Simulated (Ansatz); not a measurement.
Molecule: TiO, net charge 0, triplet state. SMILES: [O]=[Ti]
Coordinates optimised at B3LYP-D3(BJ)/def2-TZVP (Ansatz, an electronic-structure program):
```
Ti
O 1 1.6124
```
Charge 0, spin multiplicity 3.

Wanted: vertical electron affinity to the doublet, in eV. Terms: no spin-orbit coupling; open shells spin-unrestricted; six Cartesian d functions in 6-31G* and its kin unless marked 5d; non-relativistic; each state is the SCF solution reached for its charge and spin. Ab initio and DFT rows: single points at B3LYP-D3(BJ) geometries (Ansatz).

```csv
species,coefficient,"E at B3LYP/6-31G* (Ansatz), Eh","E at PBE0/def2-TZVPD (Ansatz), Eh"
"charge -1, doublet",-1,-924.64957,-924.45478
"charge 0, triplet",+1,-924.61436,-924.41914
```

 1 Eh = 27.2114 eV.

Task: Work the quantity out at each level.

Result: 
- B3LYP/6-31G*: the sum of coefficient times E is 0.03521 Eh, or 0.958 eV. Result: 0.96 eV.
- PBE0/def2-TZVPD: the sum of coefficient times E is 0.03564 Eh, or 0.970 eV. Result: 0.97 eV.
